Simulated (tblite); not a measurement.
C6H7ClNO (doublet state).
Numbering: `[H]/[C:1]=[C:2](\[CH2:3]/[CH:4]=[CH:5]\[Cl:6])[C:7]([NH2:8])=[O:9]` (hydrogens: H10 on C1; H11, H12 on C3; H13 on C4; H14 on C5; H15, H16 on N8)

Computed geometry: GFN2-xTB, gas phase. This method treats the open shell by occupation alone, without spin polarisation.

(1) List the bond lengths, angles and torsions at this level.

## Answers

(1) 
```tsv
bond	length (bohr)	order
C1=C2	2.441	double
C2–C3	2.911	single
C3–C4	2.804	single
C4=C5	2.506	double
C5–Cl6	3.253	single
C2–C7	2.847	single
C7–N8	2.548	single
C7=O9	2.289	double
C1–H10	2.011	single
C3–H11, C3–H12	2.059	single
C4–H13	2.042	single
C5–H14	2.038	single
N8–H15	1.901	single
N8–H16	1.903	single
```

Bonds in one row agree within 0.02 bohr and their mean is given. Orders are formal, as drawn. A selection of angles:
```tsv
angle	degrees
C1–C2–C3	125.7
C1–C2–C7	121.8
C3–C2–C7	112.5
C2–C3–C4	108.4
C3–C4–C5	125.6
C4–C5–Cl6	123.4
C2–C7–N8	113.3
C2–C7–O9	123.4
N8–C7–O9	123.4
H15–N8–C7	119.7
H16–N8–C7	119.4
```

Dihedral angles: C1–C2–C3–C4 98° (anticlinal); C2–C3–C4–C5 -102° (anticlinal); C3–C4–C5–Cl6 -2° (synperiplanar); C1–C2–C7–N8 -7° (synperiplanar). The mirror-image conformer, all signs reversed, is as good.

C1 (carbon bonded to C and H) is bent (angle 139.8°). N8 (nitrogen bonded to C and 2 H) is planar (angles 120.8°, 119.7° and 119.4°, sum 359.8°, 0.03 Å off the plane of its three neighbours). Of the pairs four or more bonds apart, C1···H16 is among the closest relative to their van der Waals radii: 2.32 Å, 80 % of the sum of Bondi's values. C5 (carbon bonded to C, Cl and H) is planar (angles 123.5°, 123.4° and 113.1°, sum 360.0°, 0.01 Å off the plane of its three neighbours). The 5 C–C bonds span 1.292 Å (C1=C2, drawn double) to 1.540 Å (C2–C3, drawn single), a spread of 0.248 Å. C2 (carbon bonded to 3 C) is planar (angles 125.7°, 121.8° and 112.5°, sum 360.0°, 0.00 Å off the plane of its three neighbours). C4 (carbon bonded to 2 C and H) is planar (angles 125.6°, 118.3° and 116.1°, sum 359.9°, 0.02 Å off the plane of its three neighbours).

Point group: C1 (no symmetry element, even within 0.4 Å). Its GFN2-xTB frequencies are all real (lowest 22 cm⁻¹). Torsions: C1–C2–C3–C4 98°, C2–C3–C4–C5 -102°, C1–C2–C7–N8 -7°, C2–C7–N8–H 178° and 2°. 3 starts were optimised and ended at 0.00, 0.03 and 4.71 kcal/mol (GFN2-xTB); the lowest of these is shown.

On an Arm Neoverse V2 with one thread, shared host with 96 logical CPUs at a one-minute load of 46, this took 0.57 s wall. That covers the optimisation of the geometry.
